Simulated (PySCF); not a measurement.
Gas-phase reaction: SnH₂ + 2 HBr = SnH₄ + Br₂

Energies from PySCF (xtb for GFN2), thermal terms from the rigid-rotor harmonic-oscillator model, ideal gas at 1 bar. † marks an energy on the PBE0/def2-TZVP geometry and frequencies; other levels use their own. MP2 and CCSD(T) freeze the core. All species are closed-shell singlets. Sn: scalar-relativistic def2 core potential, no spin-orbit coupling. Br: all electrons, no relativistic terms. SnH₂: computed as isolated molecules; such fragments, hydroxides, amides, oligomers or adducts are transient or little studied in the gas. MP2 isn't extrapolated to the basis-set limit; its ΔH°(298 K) is 37.2 kJ in def2-SVP and 30.6 kJ in def2-TZVPP. CCSD(T) isn't extrapolated to the basis-set limit; its ΔH°(298 K) is 43.2 kJ in def2-SVP and 25.8 kJ in def2-TZVPP. The harmonic model lacks anharmonicity and excited electronic states, which grow with temperature; levels with a mode under 35 cm⁻¹ are left out.

```tsv
level	ΔE electronic, kJ	ΔH°(298 K), kJ	ΔS°(298 K), J/K	ΔG°(1600 K), kJ
BLYP/def2-TZVP†	31	38	-153	278
CCSD(T)/def2-SVP†	37	43	-153	283
CCSD(T)/def2-TZVPP†	19	26	-153	266
GFN2-xTB	45	57	-153	298
MP2/def2-SVP†	31	37	-153	277
PBE0/def2-TZVP	8	14	-153	254
LDA/def2-TZVP†	-20	-14	-153	226
ωB97X-V/def2-TZVP†	1	8	-153	248
```
ΔH° is lowest at LDA/def2-TZVP† and highest at GFN2-xTB. No reference value is set beside these.
